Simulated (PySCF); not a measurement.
ClH6NOSi2, SMILES O[Si@H](Cl)N[SiH3].

The structure is a stationary point at r2SCAN-D4/def2-SVP. The structure was generated by enumeration; whether it is a known compound was not checked. One conformer was computed; it need not be the lowest.

Two levels are set side by side: TDDFT-PBE/def2-SVPD (PySCF) and TDDFT-ωB97X/def2-SVPD (PySCF). Vertical, same geometry. The lowest singlet is HOMO→LUMO 99 % with PBE and HOMO→LUMO 76 %, HOMO→LUMO+2 12 % with the other functional; states are paired by order. Differences are taken from unrounded values.

```
quantity                              TDDFT-ωB97X  TDDFT-PBE  TDDFT-PBE minus TDDFT-ωB97X
------------------------------------  -----------  ---------  ---------------------------
lowest singlet excitation (eV)               7.07       5.85                        -1.22
lowest triplet excitation (TDA) (eV)         6.80       5.60                        -1.20
```

Functionals without exact exchange tend to place singlet excitations lower, as here. Differences between two approximate levels are no errors against the true value.

Rough cost on one machine, each run with all the roots and properties that it gave: TDDFT-ωB97X against TDDFT-PBE about 9 times.
